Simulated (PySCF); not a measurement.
C3H7ClOSi.
Z-matrix (Å and degrees, GFN2-xTB geometry), rows numbered from 1:
```
Cl
C   1  1.7923
C   2  1.5199  1  109.73
C   3  1.5290  2  106.68  1    81.60
O   4  1.4113  3  108.91  2    39.21
Si  5  1.6292  4  115.30  3   -25.54
H   2  1.0868  1  105.76  3  -121.02
H   3  1.0924  2  107.98  1  -161.35
H   3  1.0900  2  112.90  1   -40.81
H   4  1.0927  3  112.02  2   158.44
H   4  1.0947  3  110.34  2   -79.96
H   6  1.4534  2  111.40  1    17.74
H   6  1.4579  2  112.10  1   150.15
```

Computed at PBE0/pcSseg-1 (PySCF, non-relativistic), with Q(35Cl) = −0.0817 b, Q(17O) = −0.0256 b: Cl1, 35Cl (I = 3/2): χzz = -74.42 MHz, η = 0.021; O5, 17O (I = 5/2): χzz = -10.34 MHz, η = 0.400.

Task: Find the zero-field quadrupole resonance frequencies of 35Cl at Cl1.

Result: From ν = (|χ|/2)√(1 + η²/3): ν = 37.21 MHz (alkyl chlorine). For 37Cl the ratio of quadrupole moments, 0.7881, gives 29.33 MHz.

Task: Find the zero-field quadrupole resonance frequencies of 17O at O5.

Result: From the eigenvalues of H = χ/[4I(2I − 1)] × [3Iz² − I(I + 1) + η(Ix² − Iy²)], steps between neighbouring levels, labelled as for η = 0: ±1/2↔±3/2 1.801 MHz, ±3/2↔±5/2 3.012 MHz (silyl ether oxygen).

Task: Apply the simplest Townes–Dailey estimate (no s hybridisation, no π bonding), ionic character = 1 − χzz/χ0, where χ0 is the coupling for one missing p electron along the bond: −109.74 MHz for 35Cl.

Result: Cl1 on C2: 1 − (-74.42)/(-109.74) = 0.32. In this model a purely covalent bond gives χ0 and a free halide ion gives zero; s hybridisation or π bonding, where present, is counted here as ionic character.

In a crystal, neighbours and librations shift these lines. Isolated species at its GFN2-xTB geometry (one conformer only). GFN2-xTB bond lengths can be off by several hundredths of an ångström, more for odd bonds, and the gradients follow them. The small basis limits the accuracy of the gradients.
